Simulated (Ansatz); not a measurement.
Consider the redistribution: `[SiH3]O[SiH2]BS` + `C[O][AlH][Cl]` → `C[SiH2]O[SiH3]` + `SB[O][AlH][Cl]`.

Program: Ansatz. Geometries: PBE0-D4/def2-TZVP. ΔE: electronic, gas phase. CBS: MP2 limit from def2 TZ/QZ plus the TZ coupled-cluster correction, frozen cores. This one scheme is used for every species. Functionals use def2-TZVPP. HSE06 is defined as in plane-wave codes. Each species was taken in one conformer, which may not be the lowest.

```tsv
species	HSE06-D4 energy (Eh)
`[SiH3]O[SiH2]BS`	-1081.10244
`C[O][AlH][Cl]`	-818.13101
`C[SiH2]O[SiH3]`	-696.88933
`SB[O][AlH][Cl]`	-1202.43056
```

Q: Work out ΔE.

A: ΔE = (-696.88933) + (-1202.43056) − (-1081.10244) − (-818.13101) = -0.08644 Eh = -226.9 kJ/mol. CCSD(T)/CBS gives -236.4 kJ/mol.

Largest T1 diagnostic among the species: 0.014.

Leaving LDA and LC-ωPBE aside and taking each functional with its dispersion term where it has one, the values, not all of them listed here, spread over 25.3 kJ/mol, from BHLYP-D4 to revPBE-D4. The D4 term adds +3.9 kJ/mol with B3LYP and +2.2 kJ/mol with PBE0; it sums over pairs of atoms, weighted by their polarisabilities, and B3LYP, whose exchange is more repulsive, gets the larger term. In def2-TZVPP, CCSD(T) changes the Hartree–Fock value by +18.7 kJ/mol (the triples alone add +3.3 kJ/mol) and MP2 by +8.3 kJ/mol.

B3LYP here is the variant with VWN-RPA as its local correlation; programs differ in this.
